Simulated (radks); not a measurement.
Rb IV, 34 electrons, occupied as [Ar] 3d10 4s2 4p4 (the NIST ground configuration).

Calculated with a radial shooting solver on a logarithmic mesh with Libxc functionals: scalar-relativistic Kohn-Sham, XLYP, spin-polarised, spherical densities, finite nucleus; open shells are filled with parallel spins first (spin-orbit coupling, left out, can overturn this in heavy ions); Fermi nuclear charge, rms radius 4.2036 fm.

Energy parts (hartree):
part                       energy
total                 -2979.40970
kinetic                3051.60637
electron-nucleus      -7136.16034
Hartree                1205.64626
exchange-correlation   -100.50199

Orbitals (lengths in bohr, moments of r in powers of bohr; <r^-3> diverges for s and p1/2; r(max) is where P^2 peaks):
1s up: occ. 1; eigenvalue (hartree) -554.0022; r(max) 0.02628
1s down: occ. 1; eigenvalue (hartree) -553.9944; r(max) 0.02628
2s up: occ. 1; eigenvalue (hartree) -75.14310; r(max) 0.1495
2s down: occ. 1; eigenvalue (hartree) -75.13859; r(max) 0.1495
2p up: occ. 3; eigenvalue (hartree) -66.77595; r(max) 0.1196; <r^-3> 1645
2p down: occ. 3; eigenvalue (hartree) -66.76849; r(max) 0.1196; <r^-3> 1645
3s up: occ. 1; eigenvalue (hartree) -12.24940; r(max) 0.4507
3s down: occ. 1; eigenvalue (hartree) -12.23966; r(max) 0.4508
3p up: occ. 3; eigenvalue (hartree) -9.56579; r(max) 0.4461; <r^-3> 249.8
3p down: occ. 3; eigenvalue (hartree) -9.55490; r(max) 0.4462; <r^-3> 249.8
3d up: occ. 5; eigenvalue (hartree) -5.12459; r(max) 0.3925; <r^-3> 31.00
3d down: occ. 5; eigenvalue (hartree) -5.11198; r(max) 0.3925; <r^-3> 31.06
4s up: occ. 1; eigenvalue (hartree) -2.38299; r(max) 1.236
4s down: occ. 1; eigenvalue (hartree) -2.30510; r(max) 1.230
4p up: occ. 3; eigenvalue (hartree) -1.74590; r(max) 1.368; <r^-3> 29.83
4p down: occ. 1; eigenvalue (hartree) -1.66961; r(max) 1.367; <r^-3> 29.63

The highest occupied level is 4p down at -45.432 eV. Summed over all electrons, <r^2> = 21.76 bohr^2, which gives a Langevin (diamagnetic) susceptibility term of -17.2 x 10^-6 cm^3/mol. Spin moment in Bohr magnetons: 2. For comparison, the ionisation energy in NIST's Atomic Spectra Database is 52.2 eV (semi-empirical). In exact Kohn-Sham theory the highest level is minus the ionisation energy, but local and semilocal functionals leave it too shallow, through self-interaction and a potential that decays too fast; potentials with the right tail come closer. The density falls to 0.001 e/bohr^3 at r = 3.22 bohr. The spin density at the nucleus is -0.7306 e/bohr^3 (1s -0.4293, 2s 0.1217, 3s 0.1572, 4s -0.5801). The electron density at the nucleus is 5.584e+04 e/bohr^3 (large components only).
